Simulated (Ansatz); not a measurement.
Calculation: Ansatz (a quantum-chemistry and plane-wave program) with r2SCAN-D4/def2-SVP. No frequencies were computed at this level.

Ansatz 0.2 input:
```yaml
crystal:
  periodic: [false, false, false]
  atoms:
    - { symbol: S, position_ang: [-6.671953, -0.032684, -1.288836] }
    - { symbol: Si, position_ang: [-6.142568, 0.193669, 0.782541] }
    - { symbol: Ge, position_ang: [-4.239929, -1.095905, 1.283625] }
    - { symbol: Si, position_ang: [-3.627228, -1.649956, 3.486242] }
    - { symbol: Ge, position_ang: [-1.545901, -2.739312, 3.623195] }
    - { symbol: Si, position_ang: [-0.426083, -3.199154, 5.642807] }
    - { symbol: Ge, position_ang: [1.476787, -4.554658, 5.356228] }
    - { symbol: Si, position_ang: [2.839889, -5.282081, 7.129857] }
    - { symbol: Ge, position_ang: [4.7516, -6.406798, 6.337025] }
    - { symbol: S, position_ang: [6.072107, -7.017684, 8.025651] }
    - { symbol: H, position_ang: [-5.440515, -0.209166, -1.745406] }
    - { symbol: H, position_ang: [-5.928215, 1.621366, 1.022569] }
    - { symbol: H, position_ang: [-7.347017, -0.237527, 1.481256] }
    - { symbol: H, position_ang: [-3.067219, -0.413073, 0.602434] }
    - { symbol: H, position_ang: [-4.284552, -2.35202, 0.436726] }
    - { symbol: H, position_ang: [-3.595773, -0.417266, 4.284266] }
    - { symbol: H, position_ang: [-4.674832, -2.487835, 4.080751] }
    - { symbol: H, position_ang: [-1.649628, -4.033829, 2.841189] }
    - { symbol: H, position_ang: [-0.580093, -2.002813, 2.715278] }
    - { symbol: H, position_ang: [-1.349405, -3.857182, 6.576084] }
    - { symbol: H, position_ang: [-0.032978, -1.940896, 6.288693] }
    - { symbol: H, position_ang: [2.372047, -3.903849, 4.319346] }
    - { symbol: H, position_ang: [1.069307, -5.779206, 4.55989] }
    - { symbol: H, position_ang: [3.279989, -4.145923, 7.946036] }
    - { symbol: H, position_ang: [2.105752, -6.190802, 8.01599] }
    - { symbol: H, position_ang: [5.655786, -5.628087, 5.385334] }
    - { symbol: H, position_ang: [4.515104, -7.683585, 5.535321] }
    - { symbol: H, position_ang: [6.982518, -7.588168, 7.250482] }
basis:
  gaussian: { orbitals: def2-svp }
hamiltonian:
  xc: r2scan
  dispersion: d4
relax:
  max_steps: 150
```

Output:

```
[...]
3642 factors; their error is unknown
mean field -279500.31436430 eV, -10271.4471007706 hartree, gradient 1.1e-5 eV, S^2 0.000000; 0 other end points of the search recorded, 0 dependent functions left out
reference -279500.31438673 eV, -10271.4471015949 hartree; 117, 117 occupied and 209, 209 virtual orbitals, 3642 factors
relax step  16: F+E_penalty+E_count = -279500.55844928 eV  Δ(F+E_penalty+E_count) = -2.403e-3 eV  max|allowed force component| = 7.387e-2 eV/Å  Δτ_max = 0.1674 Å  (30 SCF iters, accepted)
these checks for a lower state are left out or cut short: starts, cluster_reference, orbital_swaps, neighbouring_geometries, increment
3642 factors; their error is unknown
mean field evaluation 128: about -279500.3092 eV, gradient 1.1e-5 eV
mean field -279500.30917514 eV, -10271.4469100725 hartree, gradient 1.1e-5 eV, S^2 0.000000; 0 other end points of the search recorded, 0 dependent functions left out
reference -279500.30919757 eV, -10271.4469108967 hartree; 117, 117 occupied and 209, 209 virtual orbitals, 3642 factors
relax step  17: F+E_penalty+E_count = -279500.55313686 eV  Δ(F+E_penalty+E_count) = +5.312e-3 eV  max|allowed force component| = 8.987e-2 eV/Å  Δτ_max = 0.1967 Å  (29 SCF iters, rejected (line search))
these checks for a lower state are left out or cut short: starts, cluster_reference, orbital_swaps, neighbouring_geometries, increment
3642 factors; their error is unknown
mean field -279500.31499631 eV, -10271.4471239965 hartree, gradient 9.9e-6 eV, S^2 0.000000; 0 other end points of the search recorded, 0 dependent functions left out
reference -279500.31501873 eV, -10271.4471248202 hartree; 117, 117 occupied and 209, 209 virtual orbitals, 3642 factors
relax step  18: F+E_penalty+E_count = -279500.55921259 eV  Δ(F+E_penalty+E_count) = -7.633e-4 eV  max|allowed force component| = 6.337e-2 eV/Å  Δτ_max = 0.0940 Å  (30 SCF iters, accepted)
these checks for a lower state are left out or cut short: starts, cluster_reference, orbital_swaps, neighbouring_geometries, increment
3642 factors; their error is unknown
mean field -279500.31098084 eV, -10271.4469764308 hartree, gradient 1.0e-5 eV, S^2 0.000000; 0 other end points of the search recorded, 0 dependent functions left out
reference -279500.31100327 eV, -10271.4469772551 hartree; 117, 117 occupied and 209, 209 virtual orbitals, 3642 factors
relax step  19: F+E_penalty+E_count = -279500.55516225 eV  Δ(F+E_penalty+E_count) = +4.050e-3 eV  max|allowed force component| = 9.484e-2 eV/Å  Δτ_max = 0.0964 Å  (30 SCF iters, rejected (line search))
these checks for a lower state are left out or cut short: starts, cluster_reference, orbital_swaps, neighbouring_geometries, increment
3642 factors; their error is unknown
mean field -279500.31713310 eV, -10271.4472025220 hartree, gradient 8.9e-6 eV, S^2 0.000000; 0 other end points of the search recorded, 0 dependent functions left out
reference -279500.31715552 eV, -10271.4472033458 hartree; 117, 117 occupied and 209, 209 virtual orbitals, 3642 factors
relax step  20: F+E_penalty+E_count = -279500.56133226 eV  Δ(F+E_penalty+E_count) = -2.120e-3 eV  max|allowed force component| = 2.654e-2 eV/Å  Δτ_max = 0.0464 Å  (30 SCF iters, accepted)
these checks for a lower state are left out or cut short: starts, cluster_reference, orbital_swaps, neighbouring_geometries, increment
3642 factors; their error is unknown
mean field -279500.31724541 eV, -10271.4472066495 hartree, gradient 1.4e-5 eV, S^2 0.000000; 0 other end points of the search recorded, 0 dependent functions left out
reference -279500.31726783 eV, -10271.4472074734 hartree; 117, 117 occupied and 209, 209 virtual orbitals, 3642 factors
relax step  21: F+E_penalty+E_count = -279500.56146059 eV  Δ(F+E_penalty+E_count) = -1.283e-4 eV  max|allowed force component| = 2.220e-2 eV/Å  Δτ_max = 0.0205 Å  (24 SCF iters, accepted)
these checks for a lower state are left out or cut short: starts, cluster_reference, orbital_swaps, neighbouring_geometries, increment
3642 factors; their error is unknown
mean field evaluation 160: about -279500.3174 eV, gradient 3.6e-5 eV
mean field -279500.31741286 eV, -10271.4472128029 hartree, gradient 8.8e-6 eV, S^2 0.000000; 0 other end points of the search recorded, 0 dependent functions left out
reference -279500.31743528 eV, -10271.4472136268 hartree; 117, 117 occupied and 209, 209 virtual orbitals, 3642 factors
relax step  22: F+E_penalty+E_count = -279500.56167977 eV  Δ(F+E_penalty+E_count) = -2.192e-4 eV  max|allowed force component| = 1.136e-2 eV/Å  Δτ_max = 0.0462 Å  (30 SCF iters, accepted)
these checks for a lower state are left out or cut short: starts, cluster_reference, orbital_swaps, neighbouring_geometries, increment
3642 factors; their error is unknown
mean field -279500.31746436 eV, -10271.4472146956 hartree, gradient 1.7e-5 eV, S^2 0.000000; 0 other end points of the search recorded, 0 dependent functions left out
reference -279500.31748678 eV, -10271.4472155195 hartree; 117, 117 occupied and 209, 209 virtual orbitals, 3642 factors
relax step  23: F+E_penalty+E_count = -279500.56175998 eV  Δ(F+E_penalty+E_count) = -8.021e-5 eV  max|allowed force component| = 9.856e-3 eV/Å  Δτ_max = 0.0190 Å  (24 SCF iters, accepted)
these checks for a lower state are left out or cut short: starts, cluster_reference, orbital_swaps, neighbouring_geometries, increment
3642 factors; their error is unknown
mean field -279500.31751131 eV, -10271.4472164211 hartree, gradient 1.6e-5 eV, S^2 0.000000; 0 other end points of the search recorded, 0 dependent functions left out
reference -279500.31753373 eV, -10271.4472172450 hartree; 117, 117 occupied and 209, 209 virtual orbitals, 3642 factors
relax step  24: F+E_penalty+E_count = -279500.56183876 eV  Δ(F+E_penalty+E_count) = -7.878e-5 eV  max|allowed force component| = 6.752e-3 eV/Å  Δτ_max = 0.0171 Å  (24 SCF iters, accepted)
these checks for a lower state are left out or cut short: starts, cluster_reference, orbital_swaps, neighbouring_geometries, increment
3642 factors; their error is unknown
mean field -279500.31756908 eV, -10271.4472185440 hartree, gradient 8.6e-6 eV, S^2 0.000000; 0 other end points of the search recorded, 0 dependent functions left out
reference -279500.31759150 eV, -10271.4472193679 hartree; 117, 117 occupied and 209, 209 virtual orbitals, 3642 factors
relax step  25: F+E_penalty+E_count = -279500.56194220 eV  Δ(F+E_penalty+E_count) = -1.034e-4 eV  max|allowed force component| = 8.552e-3 eV/Å  Δτ_max = 0.0226 Å  (31 SCF iters, accepted)
these checks for a lower state are left out or cut short: starts, cluster_reference, orbital_swaps, neighbouring_geometries, increment
3642 factors; their error is unknown
mean field -279500.31719525 eV, -10271.4472048060 hartree, gradient 9.1e-6 eV, S^2 0.000000; 0 other end points of the search recorded, 0 dependent functions left out
reference -279500.31721768 eV, -10271.4472056302 hartree; 117, 117 occupied and 209, 209 virtual orbitals, 3642 factors
relax step  26: F+E_penalty+E_count = -279500.56162540 eV  Δ(F+E_penalty+E_count) = +3.168e-4 eV  max|allowed force component| = 4.005e-2 eV/Å  Δτ_max = 0.0671 Å  (30 SCF iters, rejected (line search))
these checks for a lower state are left out or cut short: starts, cluster_reference, orbital_swaps, neighbouring_geometries, increment
3642 factors; their error is unknown
mean field evaluation 192: about -279500.3176 eV, gradient 1.5e-1 eV
mean field -279500.31763517 eV, -10271.4472209727 hartree, gradient 8.6e-6 eV, S^2 0.000000; 0 other end points of the search recorded, 0 dependent functions left out
reference -279500.31765759 eV, -10271.4472217967 hartree; 117, 117 occupied and 209, 209 virtual orbitals, 3642 factors
relax step  27: F+E_penalty+E_count = -279500.56197022 eV  Δ(F+E_penalty+E_count) = -2.802e-5 eV  max|allowed force component| = 1.718e-2 eV/Å  Δτ_max = 0.0319 Å  (30 SCF iters, accepted)
these checks for a lower state are left out or cut short: starts, cluster_reference, orbital_swaps, neighbouring_geometries, increment
3642 factors; their error is unknown
mean field -279500.31740483 eV, -10271.4472125079 hartree, gradient 8.8e-6 eV, S^2 0.000000; 0 other end points of the search recorded, 0 dependent functions left out
reference -279500.31742726 eV, -10271.4472133321 hartree; 117, 117 occupied and 209, 209 virtual orbitals, 3642 factors
relax step  28: F+E_penalty+E_count = -279500.56170888 eV  Δ(F+E_penalty+E_count) = +2.613e-4 eV  max|allowed force component| = 2.197e-2 eV/Å  Δτ_max = 0.0380 Å  (30 SCF iters, rejected (line search))
these checks for a lower state are left out or cut short: starts, cluster_reference, orbital_swaps, neighbouring_geometries, increment
3642 factors; their error is unknown
mean field -279500.31763091 eV, -10271.4472208164 hartree, gradient 8.7e-6 eV, S^2 0.000000; 0 other end points of the search recorded, 0 dependent functions left out
reference -279500.31765334 eV, -10271.4472216404 hartree; 117, 117 occupied and 209, 209 virtual orbitals, 3642 factors
relax step  29: F+E_penalty+E_count = -279500.56200009 eV  Δ(F+E_penalty+E_count) = -2.987e-5 eV  max|allowed force component| = 2.612e-2 eV/Å  Δτ_max = 0.0186 Å  (31 SCF iters, accepted)
these checks for a lower state are left out or cut short: starts, cluster_reference, orbital_swaps, neighbouring_geometries, increment
3642 factors; their error is unknown
mean field -279500.31767652 eV, -10271.4472224923 hartree, gradient 1.1e-5 eV, S^2 0.000000; 0 other end points of the search recorded, 0 dependent functions left out
reference -279500.31769894 eV, -10271.4472233163 hartree; 117, 117 occupied and 209, 209 virtual orbitals, 3642 factors
relax step  30: F+E_penalty+E_count = -279500.56204762 eV  Δ(F+E_penalty+E_count) = -4.753e-5 eV  max|allowed force component| = 1.505e-2 eV/Å  Δτ_max = 0.0107 Å  (24 SCF iters, accepted)
these checks for a lower state are left out or cut short: starts, cluster_reference, orbital_swaps, neighbouring_geometries, increment
3642 factors; their error is unknown
mean field -279500.31783502 eV, -10271.4472283172 hartree, gradient 1.4e-5 eV, S^2 0.000000; 0 other end points of the search recorded, 0 dependent functions left out
reference -279500.31785745 eV, -10271.4472291413 hartree; 117, 117 occupied and 209, 209 virtual orbitals, 3642 factors
relax step  31: F+E_penalty+E_count = -279500.56218754 eV  Δ(F+E_penalty+E_count) = -1.399e-4 eV  max|allowed force component| = 8.559e-4 eV/Å  Δτ_max = 0.0052 Å  (24 SCF iters, accepted)
3642 factors; their error is unknown
mean field evaluation 224: about -279500.3178 eV, gradient 1.4e-5 eV
mean field -279500.31783502 eV, -10271.4472283172 hartree, gradient 1.4e-5 eV, S^2 0.000000; 1 other end points of the search recorded, 0 dependent functions left out
reference -279500.31785745 eV, -10271.4472291413 hartree; 117, 117 occupied and 209, 209 virtual orbitals, 3642 factors
Total energy: -279500.56220996 eV, -10271.4562089305 hartree
Atom 0 at    -7.189229     0.478143    -0.596159 Å, force     0.000495     0.000280    -0.000774 eV/Å
Atom 1 at    -6.270790     0.073759     1.316953 Å, force     0.000464     0.000196    -0.000806 eV/Å
Atom 2 at    -4.302899    -1.248334     1.088491 Å, force    -0.000346    -0.000080    -0.000044 eV/Å
Atom 3 at    -3.246327    -1.677387     3.182190 Å, force     0.000682    -0.000195     0.000416 eV/Å
Atom 4 at    -1.268488    -2.984880     2.940953 Å, force     0.000107     0.000170    -0.000392 eV/Å
Atom 5 at    -0.238363    -3.396116     5.050260 Å, force    -0.000246     0.000183     0.000442 eV/Å
Atom 6 at     1.751547    -4.691021     4.846845 Å, force     0.000475    -0.000334    -0.000208 eV/Å
Atom 7 at     2.727095    -5.106938     6.981492 Å, force    -0.000317     0.000077     0.000259 eV/Å
Atom 8 at     4.716516    -6.394460     6.772130 Å, force    -0.000105     0.000150    -0.000098 eV/Å
Atom 9 at     5.486395    -6.708411     8.856305 Å, force    -0.000074    -0.000197    -0.000035 eV/Å
Atom 10 at    -6.097361     1.082518    -1.117582 Å, force    -0.000846    -0.000316     0.000029 eV/Å
Atom 11 at    -5.945681     1.333839     2.055322 Å, force     0.000073     0.000092     0.000465 eV/Å
Atom 12 at    -7.314001    -0.671889     2.078789 Å, force    -0.000275    -0.000688     0.000856 eV/Å
Atom 13 at    -3.312831    -0.507070     0.167977 Å, force    -0.000164     0.000234    -0.000388 eV/Å
Atom 14 at    -4.657736    -2.578893     0.400949 Å, force    -0.000166    -0.000304     0.000010 eV/Å
Atom 15 at    -2.896099    -0.376008     3.834650 Å, force    -0.000053     0.000241    -0.000169 eV/Å
Atom 16 at    -4.203316    -2.398579     4.079859 Å, force    -0.000118     0.000194    -0.000115 eV/Å
Atom 17 at    -1.617152    -4.326498     2.269402 Å, force     0.000107     0.000654    -0.000009 eV/Å
Atom 18 at    -0.276909    -2.251886     2.017792 Å, force    -0.000152     0.000389     0.000279 eV/Å
Atom 19 at    -1.202949    -4.120522     5.936667 Å, force    -0.000085    -0.000147    -0.000200 eV/Å
Atom 20 at     0.095452    -2.089520     5.700157 Å, force     0.000182    -0.000185     0.000025 eV/Å
Atom 21 at     2.763954    -3.948657     3.954249 Å, force    -0.000225     0.000005    -0.000129 eV/Å
Atom 22 at     1.430089    -6.031913     4.160208 Å, force    -0.000159     0.000153     0.000329 eV/Å
Atom 23 at     3.053417    -3.806492     7.644199 Å, force     0.000268    -0.000016    -0.000066 eV/Å
Atom 24 at     1.752275    -5.849861     7.838599 Å, force     0.000119     0.000031     0.000203 eV/Å
Atom 25 at     5.776144    -5.657075     5.930841 Å, force     0.000127    -0.000062     0.000076 eV/Å
Atom 26 at     4.435358    -7.756829     6.109349 Å, force     0.000227    -0.000275     0.000007 eV/Å
Atom 27 at     6.568888    -7.423446     8.473686 Å, force     0.000004    -0.000250     0.000040 eV/Å
Dipole moment:     0.210317     0.028891    -0.216943 e Å
```

Cost: about 30 core-minutes (a rough figure).
